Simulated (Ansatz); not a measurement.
Input file for Ansatz (a program for electronic structure): R-SVWN5/def2-TZVPP on BFH2OSe (SMILES OB(F)[SeH]), a point of a torsion scan.

Ansatz 0.2 input:
```yaml
crystal:
  periodic: [false, false, false]
  atoms:
    - {symbol: O, position_ang: [-1.02928612, -0.81386574, 0.25643962]}
    - {symbol: B, position_ang: [-0.21202463, 0.18813623, -0.00022175]}
    - {symbol: F, position_ang: [-0.64577707, 1.29245979, -0.59882676]}
    - {symbol: Se, position_ang: [1.59650285, 0.12226218, 0.74831546]}
    - {symbol: H, position_ang: [-1.94979983, -0.76265311, -0.00768284]}
    - {symbol: H, position_ang: [2.30684148, 0.38637303, -0.47406935]}
basis:
  gaussian:
    orbitals: def2-TZVPP
hamiltonian:
  xc: {name: SVWN5}
scf: {lower_state_search: off}
```

Program output:

```
WARN ansatz: RAYON_NUM_THREADS=1 ignored (pool sized by the plan → 1); use --threads N
Functional definition: SVWN5
these checks for a lower state are left out or cut short: stability, starts, cluster_reference, orbital_swaps, neighbouring_geometries, increment
integrals: 0.08 GiB planned
981 factors; their error is unknown
mean field: 0.56 GiB planned
mean field evaluation 1: about -70689.9377 eV, gradient 6.4e1 eV
mean field evaluation 2: about -70667.1610 eV, gradient 1.3e2 eV
mean field evaluation 4: about -70696.1622 eV, gradient 1.1e1 eV
mean field evaluation 8: about -70696.3248 eV, gradient 1.8e-1 eV
mean field evaluation 16: about -70696.2935 eV, gradient 1.9e-4 eV
mean field -70696.29345839 eV, -2598.0408649269 hartree, gradient 5.0e-6 eV, S^2 0.000000; 0 other end points of the search recorded, 0 dependent functions left out
reference -70696.29349213 eV, -2598.0408661670 hartree; 29, 29 occupied and 140, 140 virtual orbitals, 981 factors
Total energy: -70696.29349213 eV, -2598.0408661670 hartree
Checks for a lower state left out: stability, starts, cluster_reference, orbital_swaps, neighbouring_geometries, increment
```

Self-consistency was reached.

Cost: roughly 1.2 core-seconds.
